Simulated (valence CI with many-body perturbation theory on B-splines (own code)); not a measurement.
I XV: magnetic and hyperfine properties of the levels

Calculated by configuration interaction combined with many-body perturbation theory (CI+MBPT): three valence electrons over a frozen Dirac-Fock core [Kr], radial functions for each j: 7 s, 7 p, 8 d, 6 f, 4 g, 1 h, with the one-electron correlation potential Σ1 (screened to all orders), the two-electron term Σ2, the three-electron term Σ3, Breit, model QED; selected single and double excitations, second order for the rest, scaled by the run's own slope (own B-spline code, finite nucleus).

No measured levels were compared; by estimate terms of the open shell hold to 2 to 4 % of their energy, and close levels can change places. Excitations out of the core, of the other parity, are not computed and may begin above about 61.6 eV (a cautious bound); beyond it only levels of the ground parity were kept, without lifetimes.

A/g_I is the dipole constant over the nuclear g factor μ/I (μ in nuclear magnetons, uniformly magnetised nucleus), B/Q the quadrupole constant per barn. Both hold the static response of the core; the bare values leave it out. Large factors of s and p1/2 electrons are usually good to 5 to 10 %; those of open d and f shells near neutrality can be off by tens of per cent, and small factors of p3/2, d and f electrons come from cancelling terms and can be off by a factor of two or in sign, in half-filled shells by more. B is blank for J = 1/2, where it vanishes, and for nearly pure S terms. Energies count from the lowest level.

Names give the largest LS component (configuration and term), which can be under half, so a name can repeat, a term be missing and a line seem to break the LS rules; names also repeat where a configuration has a term twice. Letters in brackets count levels of one name in rising energy.

| Level | E (cm⁻¹) | g | A/g_I (MHz) | A/g_I bare | B/Q (MHz/b) | B/Q bare |
| --- | --- | --- | --- | --- | --- | --- |
| 4d3 4F_3/2 | 0 | 0.463 | 5210 | 4590 | -1570 | -1480 |
| 4d3 4F_5/2 | 9768 | 1.035 | 2710 | 2680 | -1220 | -1150 |
| 4d3 4F_7/2 | 18219 | 1.202 | 2200 | 2340 | -1070 | -1020 |
| 4d3 4F_9/2 | 24361 | 1.242 | 2330 | 2500 | -370 | -365 |
| 4d3 4P_3/2 | 27072 | 1.440 | 1880 | 2250 | -1890 | -1780 |
| 4d3 4P_1/2 | 30582 | 2.202 | -3480 | -2320 |  |  |
| 4d3 2G_7/2 | 39871 | 0.932 | 3080 | 2940 | 1610 | 1520 |
| 4d3 2H_9/2 | 41160 | 1.051 | 2680 | 2660 | 3490 | 3270 |
| 4d3 4P_5/2 | 43032 | 1.566 | 322 | 829 | 2850 | 2660 |
| 4d3 2D_3/2 [a] | 49301 | 1.167 | 2470 | 2570 | -2980 | -2800 |
| 4d3 2P_1/2 | 52559 | 1.133 | -269 | -198 |  |  |
| 4d3 2H_11/2 | 55728 | 1.090 | 2610 | 2630 | 6490 | 6090 |
| 4d3 2D_5/2 [a] | 60943 | 1.206 | 2210 | 2340 | -1430 | -1350 |
| 4d3 2G_9/2 | 63067 | 1.058 | 2190 | 2180 | 2280 | 2140 |
| 4d3 2P_3/2 | 71603 | 1.187 | 2080 | 2200 | 449 | 420 |
| 4d3 2F_5/2 | 72258 | 0.899 | 2540 | 2370 | 3840 | 3610 |
| 4d3 2F_7/2 | 72904 | 1.132 | 2560 | 2620 | 1700 | 1610 |
| 4d3 2D_3/2 [b] | 109590 | 0.803 | 4440 | 4160 | 3790 | 3560 |
| 4d3 2D_5/2 [b] | 110960 | 1.175 | 1910 | 2010 | 2740 | 2570 |
| 4d2 5s 4F_3/2 | 819350 | 0.434 | -9450 | -8740 | 739 | 698 |
| 4d2 5s 4F_5/2 | 823140 | 1.010 | 16700 | 15500 | 703 | 664 |
| 4d2 5s 4F_7/2 | 835930 | 1.229 | 12300 | 11500 | 1440 | 1350 |
| 4d2 5s 2F_5/2 | 840760 | 0.924 | -4810 | -4260 | 1530 | 1440 |
| 4d2 5s 4F_9/2 | 847120 | 1.312 | 10600 | 10100 | 2850 | 2670 |
| 4d2 5s 4P_1/2 | 849020 | 2.492 | 65000 | 60500 |  |  |
| 4d2 5s 4P_5/2 | 854250 | 1.376 | 16800 | 15800 | -1980 | -1870 |
| 4d2 5s 4P_3/2 | 855100 | 1.460 | 5740 | 5640 | 1860 | 1750 |
| 4d2 5s 2F_7/2 | 855520 | 1.101 | -4790 | -4130 | 3300 | 3100 |
| 4d2 5s 2D_3/2 | 859570 | 1.192 | 6280 | 6020 | -1250 | -1180 |
| 4d2 5s 2P_1/2 | 864650 | 0.853 | -14200 | -13100 |  |  |
| 4d2 5s 2G_9/2 | 873570 | 1.131 | 11000 | 10300 | 8150 | 7670 |
| 4d2 5s 2G_7/2 | 874840 | 0.937 | -5710 | -5100 | 6910 | 6500 |
| 4d2 5s 2D_5/2 | 875160 | 1.373 | 16900 | 15800 | -2460 | -2310 |
| 4d2 5s 2P_3/2 | 880470 | 1.176 | -12600 | -11200 | -2310 | -2180 |
| 4d2 5s 2S_1/2 | 924520 | 1.991 | 77000 | 71200 |  |  |

Take the isotope of mass number 127, with I = 5/2, μ = 2.8087 μN and Q = -0.688 b. What is the hyperfine structure of 4d3 4F_3/2?

From the table A = 5850 MHz, B = 1080 MHz. Shifts from the centre of gravity in MHz: F = 1: -30000, F = 2: -19100, F = 3: -2060, F = 4: 22200.
